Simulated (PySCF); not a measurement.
Ionisation energy of Pd⁺ by level of theory

Pd⁺ [Kr] 4d9 (2D) → Pd²⁺ [Kr] 4d8 (3F), as a difference of total energies. All numbers are calculated (PySCF 2.14, scalar relativity by spin-free X2C-1e, in x2c-TZVPPall with one added diffuse shell each of s, p, d, f type (9s7p7d3f1g, 95 functions)). Correlated levels: valence: [Kr] frozen. The calculations carry no spin-orbit coupling.

**Question.** Order these methods by the ionisation energy they give, lowest first.
A. CCSD(T) (valence)
B. MP2 (valence)
C. SCS-MP2 (valence)
D. CCSD (valence)

**Answer.** D (19.107 eV), A (19.222 eV), C (19.281 eV), B (19.421 eV).

A first-order spin-orbit estimate (lowest level to lowest level, LS coupling) adds -0.117 eV.

Errors of the correlated levels include the incompleteness of this basis and the frozen core.

For comparison: 19.43 ± 0.12 eV (semi-empirical (NIST evaluation); NIST Atomic Spectra Database, ionization energies).
